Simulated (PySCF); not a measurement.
Job file and geometry (Å, from GFN2-xTB) of a spin–spin coupling run on SMILES [H]/N=C/CC[AsH2], C3H8AsN, B3LYP/pcJ-1 As:pcSseg-1 indirect spin-spin coupling, non-relativistic, gas phase (PySCF); density fitting, a coarse starting grid and PySCF grid level 2 are the driver's defaults:

```
$ OMP_NUM_THREADS=1 python probes_run.py task.json out

{"job": {"kind": "j", "xc": "B3LYP", "basis": "pcJ-1"}, "charge": 0, "multiplicity": 1}
N      1.196640     1.374747     0.428835
C      1.323481     0.138767     0.251037
C      0.445840    -0.550300    -0.735763
C     -0.867737    -0.959636    -0.058146
As    -2.081862     0.525710     0.442987
H      1.790821     1.786523     1.145776
H      2.013128    -0.506682     0.813850
H      0.225605     0.138228    -1.554106
H      0.951017    -1.435446    -1.130953
H     -1.426118    -1.611627    -0.739519
H     -0.657358    -1.552097     0.839044
H     -1.049681     1.368739     1.109989
H     -1.868164     1.283559    -0.830758
```

Task: What does the program print?

Result: 
```
coarse grid: 47768 points
cycle   1  E = -2409.4848663111  dE = -4.450e-01  |g| = 8.388e-01  |ddm| = 2.938e+00
cycle   2  E = -2409.4147710770  dE =  7.010e-02  |g| = 8.943e-01  |ddm| = 1.212e+00
cycle   3  E = -2409.5321695142  dE = -1.174e-01  |g| = 2.907e-01  |ddm| = 9.309e-01
cycle   4  E = -2409.5486791819  dE = -1.651e-02  |g| = 8.669e-02  |ddm| = 2.276e-01
cycle   5  E = -2409.5500194286  dE = -1.340e-03  |g| = 2.297e-02  |ddm| = 7.874e-02
cycle   6  E = -2409.5501614472  dE = -1.420e-04  |g| = 4.773e-03  |ddm| = 2.329e-02
cycle   7  E = -2409.5501661415  dE = -4.694e-06  |g| = 1.333e-03  |ddm| = 5.085e-03
final grid: 100672 points
cycle   8  E = -2409.5501717744  dE =  1.573e-07  |g| = 1.712e-03  |ddm| = 3.800e-03
cycle   9  E = -2409.5501711774  dE =  5.970e-07  |g| = 2.364e-03  |ddm| = 3.678e-03
cycle  10  E = -2409.5501725183  dE = -1.341e-06  |g| = 2.468e-04  |ddm| = 1.961e-03
cycle  11  E = -2409.5501725319  dE = -1.360e-08  |g| = 5.441e-05  |ddm| = 2.314e-04
cycle  12  E = -2409.5501725325  dE = -5.757e-10  |g| = 1.358e-05  |ddm| = 5.297e-05
converged SCF energy = -2409.5501725325

Indirect spin-spin couplings (Hz)
  i      j    bonds     total        FC       PSO       DSO        SD
  0 N    1 C    1     -7.563   -14.127     8.584    -0.060    -1.960
  0 N    2 C    2     -9.120    -9.494     0.398     0.006    -0.031
  0 N    3 C    3     -1.496    -1.379    -0.020    -0.002    -0.096
  0 N    5 H    1    -53.020   -51.835    -0.901    -0.248    -0.037
  0 N    6 H    2      3.940     2.637     1.145     0.275    -0.117
  0 N    7 H    3     -2.577    -2.797     0.262    -0.056     0.015
  0 N    8 H    3     -5.104    -5.454     0.091     0.203     0.055
  0 N    9 H    4     -0.573    -0.611    -0.120     0.147     0.011
  0 N   11 H    5      1.520     1.693     0.064    -0.374     0.136
  0 N   12 H    5     -0.208    -0.188     0.083    -0.109     0.006
  1 C    2 C    1     49.704    51.114    -1.670     0.259         -
  1 C    3 C    2     -3.140    -3.040    -0.186     0.086         -
  1 C    5 H    2     -7.379    -4.257    -2.399    -0.723         -
  1 C    6 H    1    157.766   157.246    -0.473     0.993         -
  1 C    7 H    2     -6.625    -6.443    -0.189     0.007         -
  1 C    8 H    2     -4.455    -4.167    -0.261    -0.028         -
  1 C    9 H    3     11.014    10.942     0.396    -0.324         -
  1 C   10 H    3      4.055     3.875    -0.099     0.280         -
  1 C   11 H    4      0.452     0.127    -0.133     0.457         -
  1 C   12 H    4     -0.310    -0.276    -0.047     0.013         -
  2 C    3 C    1     29.460    29.569    -0.390     0.281         -
  2 C    5 H    3     17.393    17.512     0.478    -0.597         -
  2 C    6 H    2     15.025    15.229    -0.043    -0.162         -
  2 C    7 H    1    140.844   139.162     0.632     1.050         -
  2 C    8 H    1    133.434   131.546     0.944     0.943         -
  2 C    9 H    2     -3.319    -3.458     0.086     0.052         -
  2 C   10 H    2     -2.449    -2.664     0.179     0.037         -
  2 C   11 H    3      2.655     2.584    -0.113     0.184         -
  2 C   12 H    3      4.523     4.340    -0.129     0.312         -
  3 C    5 H    4     -2.225    -2.250     0.329    -0.304         -
  3 C    6 H    3      1.177     1.063     0.130    -0.016         -
  3 C    7 H    2     -6.135    -6.384     0.118     0.132         -
  3 C    8 H    2     -3.702    -3.974     0.243     0.029         -
  3 C    9 H    1    140.702   138.555     0.966     1.181         -
  3 C   10 H    1    138.021   135.839     0.978     1.204         -
  3 C   11 H    2     -2.561    -2.533     0.104    -0.132         -
  3 C   12 H    2     -1.937    -1.880     0.024    -0.082         -
  5 H    6 H    3     17.561    18.238     0.011    -0.689         -
  5 H    7 H    4     -1.176    -1.114     2.003    -2.065         -
  5 H    8 H    4      1.345     1.481     1.921    -2.056         -
  5 H    9 H    5     -0.162     0.004     1.610    -1.776         -
  5 H   10 H    5      0.156     0.169     0.886    -0.900         -
  5 H   11 H    6      1.701     0.460     0.084     1.157         -
  5 H   12 H    6      0.152     0.074     0.906    -0.828         -
  6 H    7 H    3      7.344     7.287     2.524    -2.467         -
  6 H    8 H    3      4.393     4.299    -0.080     0.174         -
  6 H   11 H    5      0.300    -0.334     0.584     0.050         -
  7 H    8 H    2    -10.654   -11.082     2.427    -2.000         -
  7 H    9 H    3      3.190     2.799     0.457    -0.066         -
  7 H   10 H    3     15.294    15.045     2.645    -2.396         -
  7 H   11 H    4      0.243     0.005    -0.176     0.414         -
  7 H   12 H    4      0.879    -0.642    -1.799     3.320         -
  8 H    9 H    3      7.440     7.120     0.002     0.318         -
  8 H   10 H    3      2.581     2.287     0.505    -0.211         -
  8 H   11 H    4     -0.553    -0.535     1.286    -1.304         -
  9 H   10 H    2    -14.803   -15.890     2.319    -1.233         -
  9 H   11 H    3     12.657    14.532     1.700    -3.575         -
  9 H   12 H    3      0.957     1.096     0.227    -0.366         -
 10 H   11 H    3      1.573     1.734     0.137    -0.298         -
 10 H   12 H    3     11.768    13.459     1.719    -3.410         -
 11 H   12 H    2    -13.791   -13.475     0.113    -0.429         -
```

Size and cost of the density-fitted run: 229 basis functions, 81 s wall time on 1 thread of an Arm Neoverse N1, shared host; peak memory 0.94 GiB.
